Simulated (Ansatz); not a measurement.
`C[SiH2][NH][GeH3]` + `CC(O)=S` → `CC(=S)[O][GeH3]` + `C[SiH2]N` at 600 K and 1 bar (ligand exchange at a Ge–N bond).

Isolated molecules relaxed with PBE0-D4/def2-TZVP in Ansatz; ΔE leaves out vibrations. CCSD(T)/CBS is the MP2 limit (def2-TZVPP, def2-QZVPP) plus CCSD(T) − MP2 in def2-TZVPP, frozen cores. For Ge outer-core shells are correlated without core-valence functions, which leaves a few kJ/mol of doubt a bond. Scalar relativity is left out up to krypton. One conformer a species, not always the lowest.

```csv
species,CCSD(T)/CBS energy (Eh),H − E (kJ/mol),S (J/(mol·K))
`C[SiH2][NH][GeH3]`,-2463.39859,317.5,491.8
`CC(O)=S`,-551.45551,199.8,358.7
`CC(=S)[O][GeH3]`,-2628.76657,255.0,461.1
`C[SiH2]N`,-386.08232,261.1,384.5
```

H − E and S are ideal-gas, rigid-rotor, harmonic terms from PBE0-D4/def2-TZVP, for one conformer and one mirror image of each species. 1 Eh = 2625.50 kJ/mol, R = 8.31446 J/(mol·K).

**Question.** By hand: ΔE, ΔH, ΔS and ΔG.

**Answer.** ΔE = (-2628.76657) + (-386.08232) − (-2463.39859) − (-551.45551) = 0.00521 Eh = 13.7 kJ/mol. Δ(H − E) = 255.0 + 261.1 − 317.5 − 199.8 = -1.2, so ΔH = 12.5 kJ/mol. ΔS = 461.1 + 384.5 − 491.8 − 358.7 = -4.9 J/(mol·K). ΔG = 12.5 − 600 × (-4.9)/1000 = 15.4 kJ/mol.

**Question.** By hand: the equilibrium constant, and the temperature at which ΔG would vanish if ΔH and ΔS stayed fixed.

**Answer.** log₁₀ K = −ΔG/(RT ln 10) = -1.3. ΔH and −TΔS have one sign here, so there is no such temperature. One of them is within its doubt of zero, so this could turn.

The number of gas molecules stays the same, so ΔS is small and ΔH decides. A doubt of 5 kJ/mol in ΔE shifts log₁₀ K by 0.4 here. Other conformers and mirror images would add mixing entropy, several J/(mol·K) or more a flexible species. Modes under 60 cm⁻¹, often nearly free rotors, make the harmonic entropy too high. These are equilibria of isolated gas molecules and say nothing of rates. Largest T1 diagnostic: 0.017 (customary marks: 0.02 for closed shells, 0.045 for open ones).
